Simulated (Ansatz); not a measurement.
(H3Sn)2CH2 (CH8Sn2). Total charge 0; triplet. Geometry PBE0-D4/def2-SVP, that of the neutral singlet; atoms count from 1.

Cartesian coordinates in Å:
```
Sn 1.737 0.459 0.360
H 2.790 1.697 -0.193
H 1.424 0.691 2.032
H 2.485 -1.068 0.134
C -0.118 0.509 -0.734
Sn -1.669 -0.755 0.067
H -1.023 -2.308 0.410
H -2.951 -0.914 -1.063
H -2.269 -0.062 1.517
H 0.084 0.206 -1.774
H -0.490 1.545 -0.756
```

In the def2 sets Sn takes a core potential; there is no spin–orbit coupling. At PBE0-D4/def2-TZVP a singlet of charge 0 lies 5.95 eV below the triplet at the same geometry.

(1) Estimate the Mulliken populations from the PBE0/def2-TZVP orbitals of Ansatz.

(2) Where does the spin sit?

## Answers

(1) 
| atom | charge (e) | spin (α − β) |
| --- | --- | --- |
| Sn1 | -0.01 | 0.66 |
| H2 | 0.00 | 0.13 |
| H3 | -0.03 | -0.02 |
| H4 | -0.02 | -0.01 |
| C5 | -0.13 | 0.36 |
| Sn6 | -0.01 | 0.66 |
| H7 | -0.03 | -0.02 |
| H8 | 0.00 | 0.13 |
| H9 | -0.02 | 0.00 |
| H10 | 0.12 | 0.06 |
| H11 | 0.12 | 0.06 |
Mulliken values and Mayer orders depend strongly on the basis.

(2) Summed by element: Sn 1.33, H 0.31, C 0.36, of 2 unpaired in all. Largest on single atoms: Sn1 0.66, Sn6 0.66, C5 0.36.
